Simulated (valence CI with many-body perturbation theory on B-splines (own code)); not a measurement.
**E1 line list for Ga²⁶⁺**

Calculated by valence CI with perturbative core correlation (CI+MBPT): three valence electrons over a frozen Dirac-Fock core [He], radial functions for each j: 11 s, 11 p, 9 d, 7 f, 5 g, 2 h, 1 i, with the one-electron correlation potential Σ1, the two-electron term Σ2, the three-electron term Σ3, Breit, model QED; selected CI, second order for the rest (own B-spline code, finite nucleus).

The last digits are not significant, and no measured levels were compared; by estimate large intervals hold to a few tenths of a per cent, small ones and those within an open d or f shell to about a per cent.

Lines 101 to 150 of 250 in falling wavelength, among levels below 13977 × 10³ cm⁻¹, chosen from the strongest by gf and those to the six lowest levels. Wavelengths and rates use the calculated energies. Electric multipoles are in the length gauge, E1 and E2 with the static RPA response of the core. Weak lines are less certain than strong ones. Lines between different terms over intervals too small for the method are left out, as are lines whose strength nearly cancels. Where a level lies close to another of its J and parity, the split of strength between their lines is uncertain. The highest levels of a list are the least certain.

Levels are named by their leading jj configuration (3d3/2^4 stands for four electrons in 3d with j = 3/2), which in mixed levels can hold well under half, so a name can repeat and another be missing. Letters in brackets count levels of one name in rising energy.

| λ vac (nm) | Upper | Lower | A (s⁻¹) | S (a.u.) with core polarisation | S without |
| --- | --- | --- | --- | --- | --- |
| 0.8326 | (2s 2p3/2 3s) J=3/2 [b] | (2s 2p1/2 2p3/2) J=1/2 | 1.13e+13 | 1.28e-02 | 1.29e-02 |
| 0.8320 | (2s 2p3/2 3s) J=5/2 | (2s 2p1/2 2p3/2) J=5/2 | 4.11e+12 | 7.02e-03 | 6.99e-03 |
| 0.8309 | (2s 2p3/2 3d5/2) J=1/2 | (2s 2p3/2^2) J=1/2 | 3.24e+13 | 1.84e-02 | 1.84e-02 |
| 0.8308 | (2s 2p3/2 3s) J=3/2 [c] | (2s 2p1/2 2p3/2) J=1/2 | 6.98e+12 | 7.90e-03 | 7.93e-03 |
| 0.8299 | (2s 2p1/2 3d5/2) J=5/2 [a] | (2s 2p1/2 2p3/2) J=3/2 [b] | 1.53e+12 | 2.59e-03 | 2.59e-03 |
| 0.8291 | (2s 2p1/2 3s) J=3/2 | (2s 2p1/2^2) J=1/2 | 2.67e+12 | 3.01e-03 | 2.99e-03 |
| 0.8286 | (2s 2p1/2 3d3/2) J=3/2 [b] | (2s 2p1/2 2p3/2) J=3/2 [b] | 2.46e+12 | 2.76e-03 | 2.77e-03 |
| 0.8283 | (2s 2p1/2 3d3/2) J=1/2 | (2s 2p1/2 2p3/2) J=3/2 [b] | 5.34e+11 | 2.99e-04 | 3.00e-04 |
| 0.8271 | (2p1/2^2 3d3/2) J=3/2 | (2p1/2^2 2p3/2) J=3/2 | 3.59e+12 | 4.01e-03 | 4.02e-03 |
| 0.8259 | (2s^2 3s) J=1/2 | (2s^2 2p1/2) J=1/2 | 1.85e+12 | 1.03e-03 | 1.03e-03 |
| 0.8257 | (2s 2p3/2 3s) J=3/2 [b] | (2s 2p1/2 2p3/2) J=3/2 [b] | 4.76e+12 | 5.29e-03 | 5.28e-03 |
| 0.8256 | (2s 2p3/2 3s) J=1/2 | (2s 2p1/2 2p3/2) J=3/2 [b] | 2.58e+12 | 1.43e-03 | 1.43e-03 |
| 0.8255 | (2s 2p3/2 3s) J=5/2 | (2s 2p1/2 2p3/2) J=3/2 [a] | 2.61e+12 | 4.35e-03 | 4.34e-03 |
| 0.8239 | (2s 2p3/2 3s) J=3/2 [c] | (2s 2p1/2 2p3/2) J=3/2 [b] | 3.20e+12 | 3.54e-03 | 3.55e-03 |
| 0.8238 | (2p1/2^2 3d5/2) J=5/2 | (2p1/2^2 2p3/2) J=3/2 | 1.34e+13 | 2.23e-02 | 2.23e-02 |
| 0.8235 | (2s 2p1/2 3d5/2) J=5/2 [b] | (2s 2p1/2 2p3/2) J=3/2 [b] | 2.65e+13 | 4.38e-02 | 4.39e-02 |
| 0.8216 | (2s 2p3/2 3d5/2) J=7/2 [a] | (2s 2p3/2^2) J=5/2 | 1.85e+12 | 4.04e-03 | 4.05e-03 |
| 0.8186 | (2s 2p3/2 3d3/2) J=3/2 [b] | (2s 2p3/2^2) J=3/2 | 4.42e+12 | 4.79e-03 | 4.79e-03 |
| 0.8186 | (2s 2p1/2 3d3/2) J=3/2 [a] | (2s 2p1/2 2p3/2) J=5/2 | 1.48e+11 | 1.60e-04 | 1.60e-04 |
| 0.8181 | (2p1/2^2 3p3/2) J=3/2 | (2s 2p3/2^2) J=3/2 | 4.28e+12 | 4.63e-03 | 4.63e-03 |
| 0.8181 | (2s 2p3/2 3d5/2) J=5/2 [a] | (2s 2p3/2^2) J=5/2 | 2.14e+13 | 3.47e-02 | 3.48e-02 |
| 0.8178 | (2s 2p3/2 3d3/2) J=3/2 [b] | (2s 2p3/2^2) J=1/2 | 1.79e+13 | 1.94e-02 | 1.94e-02 |
| 0.8168 | (2s 2p3/2 3d5/2) J=5/2 [b] | (2s 2p3/2^2) J=3/2 | 5.11e+13 | 8.24e-02 | 8.26e-02 |
| 0.8163 | (2s 2p3/2 3d5/2) J=3/2 [a] | (2s 2p1/2 2p3/2) J=1/2 | 9.80e+12 | 1.05e-02 | 1.05e-02 |
| 0.8162 | (2s 2p1/2 3d3/2) J=5/2 | (2s 2p1/2 2p3/2) J=5/2 | 2.33e+12 | 3.76e-03 | 3.76e-03 |
| 0.8161 | (2s 2p3/2 3d3/2) J=1/2 [b] | (2s 2p3/2^2) J=3/2 | 6.28e+12 | 3.37e-03 | 3.37e-03 |
| 0.8153 | (2s 2p3/2 3d3/2) J=5/2 [a] | (2s 2p1/2 2p3/2) J=3/2 [b] | 1.03e+12 | 1.66e-03 | 1.66e-03 |
| 0.8153 | (2s 2p3/2 3d5/2) J=3/2 [a] | (2s 2p3/2^2) J=5/2 | 3.06e+12 | 3.28e-03 | 3.28e-03 |
| 0.8152 | (2p1/2 2p3/2 3d3/2) J=3/2 | (2p1/2^2 2p3/2) J=3/2 | 6.30e+12 | 6.73e-03 | 6.74e-03 |
| 0.8146 | (2s 2p3/2 3d5/2) J=3/2 [b] | (2s 2p3/2^2) J=3/2 | 1.57e+13 | 1.68e-02 | 1.68e-02 |
| 0.8138 | (2s 2p3/2 3d5/2) J=3/2 [b] | (2s 2p3/2^2) J=1/2 | 1.77e+13 | 1.88e-02 | 1.89e-02 |
| 0.8132 | (2s 2p3/2 3d3/2) J=7/2 | (2s 2p3/2^2) J=5/2 | 5.02e+13 | 1.07e-01 | 1.07e-01 |
| 0.8130 | (2s 2p1/2 3d5/2) J=5/2 [a] | (2s 2p1/2 2p3/2) J=5/2 | 4.09e+12 | 6.50e-03 | 6.52e-03 |
| 0.8124 | (2s 2p1/2 3d5/2) J=7/2 | (2s 2p1/2 2p3/2) J=5/2 | 2.06e+13 | 4.36e-02 | 4.37e-02 |
| 0.8123 | (2s 2p3/2 3d5/2) J=5/2 [a] | (2s 2p1/2 2p3/2) J=3/2 [b] | 3.46e+12 | 5.49e-03 | 5.49e-03 |
| 0.8122 | (2s 2p1/2 3d3/2) J=3/2 [a] | (2s 2p1/2 2p3/2) J=3/2 [a] | 2.03e+12 | 2.15e-03 | 2.15e-03 |
| 0.8118 | (2s 2p1/2 3d3/2) J=3/2 [b] | (2s 2p1/2 2p3/2) J=5/2 | 9.07e+11 | 9.58e-04 | 9.60e-04 |
| 0.8099 | (2s^2 3d3/2) J=3/2 | (2s^2 2p3/2) J=3/2 | 6.78e+12 | 7.11e-03 | 7.12e-03 |
| 0.8099 | (2s 2p1/2 3d3/2) J=5/2 | (2s 2p1/2 2p3/2) J=3/2 [a] | 9.14e+12 | 1.44e-02 | 1.44e-02 |
| 0.8096 | (2s 2p3/2 3d5/2) J=3/2 [a] | (2s 2p1/2 2p3/2) J=3/2 [b] | 1.67e+12 | 1.75e-03 | 1.75e-03 |
| 0.8084 | (2s^2 3d5/2) J=5/2 | (2s^2 2p3/2) J=3/2 | 4.06e+13 | 6.35e-02 | 6.36e-02 |
| 0.8074 | (2p1/2 2p3/2 3p3/2) J=5/2 [a] | (2s 2p3/2^2) J=3/2 | 2.05e+12 | 3.19e-03 | 3.19e-03 |
| 0.8069 | (2s 2p1/2 3d5/2) J=5/2 [b] | (2s 2p1/2 2p3/2) J=5/2 | 1.99e+11 | 3.09e-04 | 3.10e-04 |
| 0.8067 | (2s 2p1/2 3d5/2) J=5/2 [a] | (2s 2p1/2 2p3/2) J=3/2 [a] | 2.55e+13 | 3.96e-02 | 3.96e-02 |
| 0.8059 | (2s 2p3/2 3d5/2) J=1/2 | (2s 2p1/2 2p3/2) J=3/2 [b] | 4.15e+11 | 2.14e-04 | 2.15e-04 |
| 0.8055 | (2s 2p1/2 3d3/2) J=3/2 [b] | (2s 2p1/2 2p3/2) J=3/2 [a] | 9.55e+12 | 9.85e-03 | 9.87e-03 |
| 0.8052 | (2s 2p1/2 3d3/2) J=1/2 | (2s 2p1/2 2p3/2) J=3/2 [a] | 2.14e+12 | 1.10e-03 | 1.10e-03 |
| 0.8030 | (2s 2p1/2 3d3/2) J=3/2 [a] | (2s 2p1/2^2) J=1/2 | 2.15e+12 | 2.20e-03 | 2.20e-03 |
| 0.8028 | (2s 2p3/2 3s) J=3/2 [b] | (2s 2p1/2 2p3/2) J=3/2 [a] | 3.96e+11 | 4.05e-04 | 4.05e-04 |
| 0.8007 | (2s 2p1/2 3d5/2) J=5/2 [b] | (2s 2p1/2 2p3/2) J=3/2 [a] | 5.36e+12 | 8.14e-03 | 8.16e-03 |
